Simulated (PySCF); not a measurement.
**Polarisability and C₆ of Os²⁺ (osmium, charge +2)**

[Xe] 4f14 5d6, high-spin 5D determinant. All numbers are calculated (PySCF 2.14, scalar relativity through the core potential, in aug-cc-pVTZ-PP with one added diffuse shell each of s, p, d, f, g type with ECP60MDF (7s7p6d4f3g, 113 functions)). Coupled (time-dependent) response in atomic units; α is the mean over directions.

| method | mean α (bohr³) | α xx, yy, zz | C₆ (like pair) | S(−4) |
| --- | --- | --- | --- | --- |
| PW91 | 11.70 | 11.92, 11.92, 11.26 | 74.49 | 42.42 |

S(−4) is the Cauchy moment in α(ω) = α(0) + S(−4) ω² + …

Spin-orbit coupling is absent.

α(iu) at PW91:

```tsv
u (hartree)	α(iu) (bohr³)
0	11.70
0.0500	11.60
0.100	11.30
0.200	10.34
0.300	9.225
0.500	7.272
0.750	5.548
1.00	4.364
1.50	2.889
2.00	2.038
3.00	1.152
5.00	0.4999
```

For an ion, C₆ is the dispersion term alone; charge-induced terms of lower order in 1/R come first.

The components differ because the open shell of this determinant is not spherical; for a pure term their mean is the scalar polarisability.

Energies and moments cover only the electrons outside the core potential. Spin-orbit coupling, absent here, splits the open shell strongly.
